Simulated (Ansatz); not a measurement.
`N[Si](Cl)(Cl)[Si](N)(Cl)Cl` + H₂O → `N[Si](O)(Cl)Cl` + `N[SiH](Cl)Cl`  (formal hydrolysis of the Si–Si bond)

Gas-phase electronic energies from Ansatz, PBE0-D4/def2-TZVP geometries. CBS: MP2 limit from def2 TZ/QZ plus the TZ coupled-cluster correction, frozen cores. This one scheme is used for every species. DFT in def2-TZVPP. B3LYP here is the variant with VWN-RPA as its local correlation; programs differ in this. One conformer a species, not always the lowest.

| level | ΔE (kcal/mol) |
| --- | --- |
| r2SCAN-D4 | -27.4 |
| B3LYP-D4 | -25.5 |
| PBE0 | -26.7 |
| SCS-MP2/def2-TZVPP | -30.1 |

Problem. What does CCSD(T)/CBS give? (Estimate.)

Solution. The calculation gave: -27.1 kcal/mol. The listed levels differ from it by -0.3, 1.6, 0.4, -3.0 kcal/mol.

Largest T1 diagnostic among the species: 0.010.

From PBE to PBE0 (25 % exact exchange), in def2-TZVPP and without D4, ΔE moves by −2.2 kcal/mol. In def2-TZVPP, CCSD(T) changes the Hartree–Fock value by +8.1 kcal/mol (the triples alone add +1.4 kcal/mol) and MP2 by +7.8 kcal/mol.
